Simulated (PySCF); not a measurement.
Compound: C6H6F (charge +1).
Structure used (GFN2-xTB), in Å, numbered top down from 1:
```
atom  x, y, z in Å
F1    -2.4688   -0.2922    0.6830
C2    -1.1372   -0.1220    0.5939
C3    -0.6820    1.1827    0.1027
C4     0.5725    1.2923   -0.4358
C5     1.3500    0.1475   -0.6552
C6     0.8895   -1.1347   -0.3273
C7    -0.3573   -1.3044    0.2138
H8    -0.7771   -0.0266    1.6696
H9    -1.3496    2.0273    0.2093
H10    0.9386    2.2559   -0.7597
H11    2.3100    0.2510   -1.1434
H12    1.4943   -1.9967   -0.5697
H13   -0.7874   -2.2796    0.4012
```

The closed-shell ground state was solved at several levels (PySCF, density fitting, gas phase, non-relativistic).

| level | basis functions | total energy (Eh) | HOMO (eV) | LUMO (eV) | gap (eV) |
| --- | --- | --- | --- | --- | --- |
| PBE0/pcSseg-1 | 149 | -331.3407 | -13.79 | -9.09 | 4.70 |
| wB97X-D/def2-SVPD | 191 | -331.4150 | -15.50 | -7.27 | 8.23 |

(1) Estimate the row for PBE0/def2-SVPD, a basis of 191 functions; the other rows only guide the guess.

Results:

(1) Total energy -331.1557 Eh, HOMO -13.74 eV, LUMO -9.04 eV, gap 4.70 eV.

wB97X-D is run here without its empirical dispersion term; that term would change no orbital, density or response property at a fixed geometry.
